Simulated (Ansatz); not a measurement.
Gas-phase electronic energies from Ansatz, PBE0-D4/def2-TZVP geometries. CBS: MP2 limit from def2 TZ/QZ plus the TZ coupled-cluster correction, frozen cores. This one scheme is used for every species. DFT in def2-TZVPP. Triplets are unrestricted, without spin–orbit coupling. One conformer a species, not always the lowest.

`CN[SiH2]OC` → `[CH2]` (triplet) + `CN[SiH2]O`  (formal loss of a carbene)

Q: Is it downhill or uphill in electronic energy at CCSD(T)/CBS, and by how much? (An estimate is asked.)

A: Computed: Uphill: ΔE = +380.2 kJ/mol.

Q: What do these levels give: PBE-D4, ωB97X-V, r2SCAN, SCS-MP2/def2-TZVPP, CCSD/def2-TZVPP, CCSD(T)/def2-TZVPP? (Best estimate.)

A: Computed: PBE-D4 389.9, ωB97X-V 396.8, r2SCAN 358.4, SCS-MP2/def2-TZVPP 384.3, CCSD/def2-TZVPP 360.7, CCSD(T)/def2-TZVPP 371.2 kJ/mol.

Largest T1 diagnostic among the species: 0.011.

The D4 term adds +10.9 kJ/mol with B3LYP and +6.1 kJ/mol with PBE0; it sums over pairs of atoms, weighted by their polarisabilities, and B3LYP, whose exchange is more repulsive, gets the larger term. In def2-TZVPP, CCSD(T) changes the Hartree–Fock value by +127.2 kJ/mol (the triples alone add +10.6 kJ/mol) and MP2 by +134.9 kJ/mol. From PBE to PBE0 (25 % exact exchange), in def2-TZVPP and without D4, ΔE moves by −8.9 kJ/mol.

B3LYP here is the variant with VWN-RPA as its local correlation; programs differ in this.
